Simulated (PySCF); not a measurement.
C6H10F (doublet state).
Cartesian coordinates in Å at the GFN2-xTB level; atoms count from 1:
```xyz
17
C6H10F angstrom
C      2.1302   -0.4874   -0.2581
C      0.9148    0.2080   -0.7244
C     -0.2134    0.5262    0.1883
C     -0.9259    1.8264   -0.1912
C     -1.1486   -0.6471    0.0579
C     -1.2395   -1.6131    0.9542
F     -2.0264   -2.6919    0.7561
H      2.3655   -0.2197    0.7712
H      2.9806   -0.2460   -0.8952
H      2.0090   -1.5780   -0.2907
H      0.7410    0.2836   -1.7850
H      0.1462    0.5875    1.2201
H     -1.2729    1.7813   -1.2206
H     -1.7834    1.9892    0.4571
H     -0.2453    2.6683   -0.0922
H     -1.7131   -0.7148   -0.8602
H     -0.7259   -1.6604    1.9027
```

The hyperfine couplings belong to this conformer and change with its torsions.

As a line formula: `C[CH][C@@H](C)/C=C/F` [radical].

The calculation used UKS B3LYP, pcH-1 on C F H, non-relativistic, mean-field spin-orbit, GIAO in PySCF 2.14.0. The structure is a single GFN2-xTB conformer in the gas phase; no vibrational or solvent corrections. A GFN2-xTB geometry isn't a minimum of the functional, and hyperfine couplings can be far from their values at a DFT geometry. Stability of the SCF solution: not tested.

Question: The isotropic 13C couplings are +97.6, +64.9, -31.3, +27.8, -25.0, +12.1 MHz. Assign them to C1; C2; C3; C4; C5; C6.

Answer: 
```
site  a_iso (MHz)  ρ(0) (bohr⁻³)                 position  distance from C2 (Å)  spin population  largest |T| (MHz)
  C1        -31.3        -0.0278           1 bond from C2                  1.48            -0.09                2.4
  C2        +97.6        +0.0868  largest spin population                  0.00            +1.00              158.4
  C3        -25.0        -0.0222           1 bond from C2                  1.49            -0.07                2.1
  C4        +27.8        +0.0248          2 bonds from C2                  2.51            +0.01                4.7
  C5        +64.9        +0.0577          2 bonds from C2                  2.37            -0.01               11.1
  C6        +12.1        +0.0108          3 bonds from C2                  3.28            +0.08               14.5
```

ρ(0) is the spin density at the nucleus and T the dipolar tensor; entries for several nuclei are means. The largest Mulliken spin populations are on C2 (+1.00), C1 (-0.09), C6 (+0.08) and H10 (+0.07). No atom but C2 exceeds +0.15. The angles at C2 add up to 358.5°, so it is nearly planar; its axial dipolar tensor and the negative coupling of its proton fit spin in a p orbital normal to that plane.

Examples of negative spin density at the nucleus (bohr⁻³): C1 (-0.0278), C3 (-0.0222) and H11 (-0.0132).

Means are taken over nuclei equivalent by connectivity, which assumes that they swap fast. The three 1H nuclei of mean +74.3 MHz run from 28.5 to 149.6 MHz in the frozen geometry. The three 1H nuclei of mean +0.5 MHz run from -1.8 to 4.8 MHz in the frozen geometry.
